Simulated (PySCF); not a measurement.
Nuclear quadrupole coupling in `C=CC(=C)[C@@](C)(F)C#N`

Species: C7H8FN.
Cartesian coordinates in Å at the GFN2-xTB level; atoms count from 1:
```xyz
17
C7H8FN angstrom
C      1.2359    1.5106   -0.8624
C      1.4948    0.3382   -0.2950
C      0.5812   -0.5169    0.4516
C      1.0316   -1.5863    1.1060
C     -0.9067   -0.1944    0.4520
C     -1.5330   -0.3938   -0.9316
F     -1.5662   -1.0553    1.3282
C     -1.1529    1.1555    0.9466
N     -1.3823    2.1956    1.3588
H      0.2740    1.9926   -0.8235
H      2.0100    2.0531   -1.3777
H      2.4990   -0.0621   -0.3561
H      2.0771   -1.8415    1.0957
H      0.3840   -2.2287    1.6760
H     -1.0673    0.2607   -1.6612
H     -1.3861   -1.4287   -1.2331
H     -2.6001   -0.1866   -0.8842
```

Field gradients from the PBE0/pcSseg-1 density (PySCF, non-relativistic), principal values in atomic units, ordered |Vxx| ≤ |Vyy| ≤ |Vzz|:

| atom | Vxx | Vyy | Vzz |
| --- | --- | --- | --- |
| N9 | 0.4326 | 0.5726 | -1.0051 |

Q: Find the asymmetry η = (Vxx − Vyy)/Vzz and the couplings χ = eQV/h (234.96 MHz × Q in barn × V in au), with Q(14N) = 0.02044 b.

A: 
```
atom       environment  nucleus     η  χzz (MHz)  χxx (MHz)  χyy (MHz)
  N9  nitrile nitrogen      14N  0.14     -4.827      2.077      2.750
```

Q: What is Vzz at N9 in SI units (1 au = 9.71736 × 10²¹ V/m²)?

A: -1.0051 au = -9.767 × 10²¹ V/m².

Were the hydrogens deuterons (Q(2H) = 0.00286 b), χzz would run from 207 kHz (H17 and H16) to 226 kHz (H11 and H13).

Isolated species at its GFN2-xTB geometry (one conformer only). GFN2-xTB bond lengths can be off by several hundredths of an ångström, more for odd bonds, and the gradients follow them. A larger basis could move these couplings by a tenth or more.

The run behind these numbers computed NMR shieldings as well. Hardware: Arm Neoverse V2, one thread, no GPU, shared host. Cost: 27 s.
